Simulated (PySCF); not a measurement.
## A search over the determinants of RbH

Unrestricted PBE0; Rb def2-TZVP with ECP28, H def2-TZVP; scalar-relativistic core potentials (PySCF 2.14). Outer shells of the fragments: Rb 5s1; H 1s1.

Followed along the bond (rough minima from three points):

```json
{"2Ms+1": "1", "unpaired": "none", "⟨S²⟩ at the start": "0.00", "R at minimum (Å)": "2.42", "Te (eV)": "0.00"}
{"2Ms+1": "3", "unpaired": "σ ↑↑", "⟨S²⟩ at the start": "2.00", "R at minimum (Å)": "none in the scan", "Te (eV)": "≤ 1.90"}
```

Solutions found at the starting distance of 2.380 Å, counted from the lowest of them; the search is not exhaustive and high or unbound solutions are not listed, so other states can lie among these:

| 2Ms+1 | unpaired | term | E (eV) | ⟨S²⟩ | ⟨Lz²⟩ | μ (D) |
| --- | --- | --- | --- | --- | --- | --- |
| 1 | none | ¹Σ⁺ | 0.00 | 0.00 | 0.00 | -8.11 |
| 3 | σ ↑↑ | ³Σ⁺ | 2.03 | 2.00 | 0.00 | 2.95 |
| 3 | σ ↑, π ↑ | ³Π | 3.09 | 2.00 | 1.00 | -1.32 |
| 1 | σ ↑, π ↓ | mixed | 3.12 | 1.00 | 1.00 | -0.69 |
| 3 | σ ↑, δ ↑ | ³Δ | 3.99 | 2.00 | 4.00 | 0.15 |
| 1 | σ ↑, δ ↓ | mixed | 3.99 | 1.00 | 4.00 | 0.15 |

A term symbol is given only where ⟨S²⟩ and ⟨Lz²⟩ are close to those of a pure state; real π, δ and φ orbitals otherwise mix terms. A positive dipole means Rb(−)H(+).

The measured ground state is X ¹Σ+ (Huber and Herzberg, Constants of Diatomic Molecules (1979)).

Counting both spins, an empty level lies below a filled one in some of these solutions, because spin and occupation are held.
